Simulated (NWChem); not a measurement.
Species: iminoborane (BNH$_{2}$); SMILES B=N

Results from NWChem. Structure relaxed at the PBE0-D3(BJ)/def2-TZVP level. Total energies compare along this basis series because the functional is fixed.

```csv
level,basis functions,energy (Ha),highest occupied level (eV),orbital gap (eV),dipole (D)
Hartree-Fock/pcseg-1,38,-80.2784,-11.65,16.05,0.34
Hartree-Fock/aug-pcseg-1,64,-80.2812,-11.70,12.68,0.45
Hartree-Fock/pcseg-2,88,-80.3256,-11.68,14.83,0.43
Hartree-Fock/STO-3G,12,-79.2543,-9.67,20.46,0.32
Hartree-Fock/def2-SVP,38,-80.2362,-11.61,16.42,0.10
```
